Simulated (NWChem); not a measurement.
# BeF₂; SMILES [Be]([F])[F]

```xyz
3

Be     0.0000     0.0000     0.0000
F      0.0000     0.0000     1.3783
F      0.0000     0.0000    -1.3783
```
Atoms are numbered in this order, from 1.

Coordinates come from a PBE0-D3(BJ)/def2-TZVP optimisation.

Problem. List the 4 lowest vertical singlet excitations from PBE/aug-cc-pVDZ, full TDDFT (NWChem).

Solution. 
```tsv
state	energy (eV)	oscillator strength	leading excitation (squared amplitude)
S1	8.40	0.000	HOMO → LUMO (1.00)
S2	8.40	0.000	HOMO−1 → LUMO (1.00)
S3	9.10	0.095	HOMO−3 → LUMO (0.89)
S4	9.10	0.095	HOMO−2 → LUMO (0.89)
```
